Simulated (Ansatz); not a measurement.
CH₇N₂Sc (`[CH3][Sc]([NH2])[NH2]`). Charge 0, multiplicity 1.

```xyz
11

C    -1.237    0.344   -1.443
Sc    0.176   -0.050    0.205
N     1.732    1.154    0.472
N    -0.120   -1.605    1.404
H    -1.752   -0.562   -1.788
H    -0.748    0.787   -2.321
H    -2.024    1.050   -1.141
H     2.446    1.083    1.187
H     1.960    1.961   -0.097
H    -0.881   -2.270    1.331
H     0.449   -1.891    2.191
```

What are the harmonic wavenumbers in cm⁻¹ at PBE0-D4/def2-TZVP (Ansatz, finite differences of forces, unscaled)? (Best estimate.)

Ansatz gave: 12, 76, 118, 131, 281, 284, 352, 404, 425, 461, 502, 504, 515, 635, 680, 1151, 1423, 1426, 1541, 1547, 2994, 3068, 3078, 3534, 3535, 3623, 3623.
